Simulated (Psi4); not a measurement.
CHF2, charge -1, singlet, at a GFN2-xTB geometry (a gas-phase anion, which may not be bound at this level).

The Psi4 input:
```
memory 2 GB

molecule {
-1 1
C    -0.12204909   -0.00422136    0.64509125
F    -0.02347795    1.13289904   -0.27210005
F     0.00314120   -1.13074558   -0.28187669
H     0.91532526    0.00594698    1.11524321
}

set {
  basis def2-svpd
}

energy('b3lyp')
print_variables()
```

Task: What does this run give for the nuclear repulsion energy, number of basis functions, total energy?

Result: 
| Quantity | Result |
|---|---|
| nuclear repulsion energy | 65.4709 Eh |
| number of basis functions | 74 |
| total energy | -238.1773 Eh |

A gas-phase anion may not be bound at this level; its values then depend on the basis.
